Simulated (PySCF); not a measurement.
C₅H₁₂OSi₂.
Bonds: C1–C2 (triple), C2–Si3, Si3–O4, O4–Si5, Si5–C6, C6–C7, C6–C8. Hydrogens: H9 on C1; H10, H11 on Si3; H12, H13 on Si5; H14 on C6; H15, H16, H17 on C7; H18, H19, H20 on C8.

Theory: TDDFT B3LYP/def2-SVPD, vertical, gas phase, core orbitals frozen in the response in PySCF 2.14.0, density-fitted response routines. One conformer (not necessarily the lowest) at the PBE0-D3(BJ)/def2-SVP geometry, without solvent, vibrations or thermal averaging. Torsions of this conformer, `[CH:1]#[C:2][SiH2:3][O:4][SiH2:5][CH:6]([CH3:7])[CH3:8]`: C2–Si3–O4–Si5 4°, Si3–O4–Si5–C6 28°, O4–Si5–C6–C7 180°.

```json
{"state": "S1", "λ (nm)": "215.3", "E (eV)": "5.76", "f": "0.0003", "main configurations (H = HOMO, L = LUMO)": "H-1→L (77%)"}
{"state": "S2", "λ (nm)": "206.4", "E (eV)": "6.01", "f": "0.0034", "main configurations (H = HOMO, L = LUMO)": "H→L (65%), H-1→L+1 (14%)"}
{"state": "S3", "λ (nm)": "200.5", "E (eV)": "6.18", "f": "0.0010", "main configurations (H = HOMO, L = LUMO)": "H-2→L (41%), H→L (27%), H-1→L+1 (15%)"}
{"state": "S4", "λ (nm)": "198.7", "E (eV)": "6.24", "f": "0.0001", "main configurations (H = HOMO, L = LUMO)": "H-2→L+1 (52%), H→L+1 (20%), H-3→L+1 (13%)"}
{"state": "S5", "λ (nm)": "187.2", "E (eV)": "6.62", "f": "0.0022", "main configurations (H = HOMO, L = LUMO)": "H-3→L (72%), H-1→L (11%)"}
{"state": "S6", "λ (nm)": "184.8", "E (eV)": "6.71", "f": "0.0052", "main configurations (H = HOMO, L = LUMO)": "H→L+1 (74%), H-2→L+1 (21%)"}
{"state": "S7", "λ (nm)": "174.5", "E (eV)": "7.11", "f": "0.012", "main configurations (H = HOMO, L = LUMO)": "H→L+2 (96%)"}
{"state": "S8", "λ (nm)": "170.8", "E (eV)": "7.26", "f": "0.046", "main configurations (H = HOMO, L = LUMO)": "H-3→L+1 (62%), H-1→L+1 (30%)"}
{"state": "S9", "λ (nm)": "168.0", "E (eV)": "7.38", "f": "0.0036", "main configurations (H = HOMO, L = LUMO)": "H→L+3 (87%)"}
{"state": "S10", "λ (nm)": "165.9", "E (eV)": "7.47", "f": "0.0017", "main configurations (H = HOMO, L = LUMO)": "H-1→L+2 (86%)"}
```

Triplets, Tamm–Dancoff:

| state | E (eV) | λ (nm) | main configurations (H = HOMO, L = LUMO) |
| --- | --- | --- | --- |
| T1 | 4.87 | 254.5 | H-2→L (38%), H-1→L+1 (24%), H-3→L (9%) |
| T2 | 5.25 | 236.0 | H-1→L (54%), H-2→L+1 (16%) |
| T3 | 5.32 | 233.1 | H-1→L+1 (47%), H-2→L (21%) |
| T4 | 5.95 | 208.5 | H-2→L+1 (32%), H→L (30%), H-1→L (16%) |

The lowest singlet lies at 5.76 eV (215 nm, ultraviolet) and is dark (f under 0.0005); its leading configuration is HOMO-1→LUMO (77%). The most intense listed level is S8 at 7.26 eV (171 nm, f = 0.046), 1.50 eV above S1. Löwdin shares by element: HOMO carbon 34% or more, silicon 17% or more, oxygen 13% (atoms not listed hold the other 36%); LUMO carbon 48% or more, silicon 20% or more, oxygen 7% (atoms not listed hold the other 25%). Of the 10 states listed, 2 reach f = 0.01 and 2 stay under 0.0005. The listed states span 1.71 eV. The oscillator strengths of these states sum to 0.075; summed over the whole spectrum of an exact calculation they would give the number of electrons, 78 (Thomas–Reiche–Kuhn). The vertical ionisation energy (ΔSCF) is 9.49 eV, 2.02 eV above S10. Singlets were solved by full linear response, triplets in the Tamm–Dancoff approximation.
